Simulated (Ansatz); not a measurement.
Isolated molecules relaxed with PBE0-D4/def2-TZVP in Ansatz; ΔE leaves out vibrations. CBS: MP2 limit from def2 TZ/QZ plus the TZ coupled-cluster correction, frozen cores. This one scheme is used for every species. Functionals use def2-TZVPP. def2 core potentials past Kr. For Se, Te outer-core shells are correlated without core-valence functions, which leaves a few kJ/mol of doubt a bond. Scalar relativity is left out up to krypton. One conformer a species, not always the lowest.

Consider the cleavage of the Si–Si bond: `C[SiH2][SiH2][TeH]` + H₂Se → `[SeH][SiH2][TeH]` + `C[SiH3]`.

Problem. Is it downhill or uphill in electronic energy at CCSD(T)/CBS, and by how much? (An estimate is asked.)

Solution. Ansatz gave: Downhill: ΔE = -13.1 kcal/mol.

Problem. What do these levels give: PBE-D4, BLYP, PBE0, r2SCANh, HF/def2-SVP, SCS-MP2/def2-QZVPP? (Best estimate.)

Solution. The calculation gave: PBE-D4 -10.5, BLYP -13.0, PBE0 -12.0, r2SCANh -12.8, HF/def2-SVP -14.3, SCS-MP2/def2-QZVPP -15.0 kcal/mol.

Problem. What do rigid-rotor, harmonic-oscillator terms from PBE0-D4/def2-TZVP frequencies (298.15 K, 1 bar) make of the CCSD(T)/CBS value? (Estimate.)

Solution. The calculation gave: ΔZPE = +1.0 kcal/mol, ΔH = -12.7 kcal/mol, ΔS = -4 J/(mol·K), ΔG = -12.4 kcal/mol.

Largest T1 diagnostic among the species: 0.011.

Leaving LDA and LC-ωPBE aside and taking each functional with its dispersion term where it has one, the values, not all of them listed here, spread over 3.4 kcal/mol, from B2PLYP to PBE-D4. LDA lies +0.9 kcal/mol from PBE without D4. In def2-TZVPP, CCSD(T) changes the Hartree–Fock value by +3.4 kcal/mol (the triples alone add +0.3 kcal/mol) and MP2 by +1.1 kcal/mol.
